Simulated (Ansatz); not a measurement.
Species: PbBr, charge 0, doublet. PbBr (SMILES [Br][Pb], doublet).
B3LYP-D3(BJ)/def2-TZVP minimum from Ansatz (a first-principles code):
```
Pb
Br 1 2.6381
```
Charge 0, spin multiplicity 2.

Total energies in def2-TZVPP, 11 correlated electrons, 23 frozen orbitals. UHF or UKS for unpaired electrons; spin-orbit terms are left out. Cores are frozen in correlated methods (noble-gas shells, and filled d and f shells in the p block). Past Kr the def2 sets carry scalar-relativistic core potentials. Spin-orbit terms, left out, reach several kcal/mol for Br and I, and more for heavier atoms. The spin of BrPb ([Br][Pb], doublet) was assumed, and the state is the lowest solution found for it.

```
method    program  energy (Eh)  minus CCSDT(Q) (mEh)
--------  -------  -----------  --------------------
HF         Ansatz  -2764.31385                244.36
MP2        Ansatz  -2764.52535                 32.86
CCSD       Ansatz  -2764.54725                 10.96
CCSD(T)    Ansatz  -2764.55694                  1.27
CCSDT(Q)   Ansatz  -2764.55821                  0.00
```

Rough core times of Ansatz's runs on a shared machine: CCSD(T) 60 s, CCSDT(Q) 8 min.
